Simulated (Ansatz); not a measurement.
Molecule: dihydroxy(dimethyl)silane, C$_{2}$H$_{8}$O$_{2}$Si, charge 0, multiplicity 1. 
Structure (B3LYP-D3(BJ)/def2-TZVP (Ansatz, an electronic-structure program) minimum search):
SMILES: C[Si](C)(O)O
```xyz
13

C      1.4833    -1.0775     0.1351
Si    -0.0107     0.0383    -0.0016
C     -1.5197    -0.8994    -0.5443
O     -0.2522     0.8012     1.4518
O      0.2100     1.2233    -1.1264
H      1.3283    -1.8692     0.8731
H      2.3744    -0.5164     0.4270
H      1.6926    -1.5580    -0.8231
H     -1.3840    -1.3129    -1.5459
H     -1.7355    -1.7267     0.1356
H     -2.3903    -0.2416    -0.5653
H      0.0753     0.3754     2.2465
H      0.7448     1.9795    -0.8731
```

Total electronic energies in hartree. Correlated levels leave the core frozen unless marked. Spin-orbit coupling is left out. No relativistic terms. CBS(X,Y): correlation extrapolated as X^-3; Hartree-Fock from the larger set.

```tsv
level	program	energy (Eh)
HF/6-31G*	Ansatz	-519.14751
HF/aug-cc-pV(Q+d)Z	Ansatz	-519.32116
B3LYP-D3(BJ)/def2-TZVPD	Ansatz + dftd3	?
PBE0-D3(BJ)/def2-TZVP	Ansatz + dftd3	-520.83262
r2SCANh-D4/def2-TZVPD	Ansatz + dftd4	-521.05178
wB97X/def2-TZVPD	Ansatz	?
RPA@PBE/cc-pV(T+d)Z	Ansatz	?
SCS-MP2/6-31G	Ansatz	-519.48008
CCSD(T)/CBS(cc-pV(T+d)Z,cc-pV(Q+d)Z)	Ansatz	-520.4725
```

Task: Fill in the missing entries.

Result: 
- B3LYP-D3(BJ)/def2-TZVPD, energy (Eh): -521.25564
- wB97X/def2-TZVPD, energy (Eh): -521.14913
- RPA@PBE/cc-pV(T+d)Z, energy (Eh): -520.80103
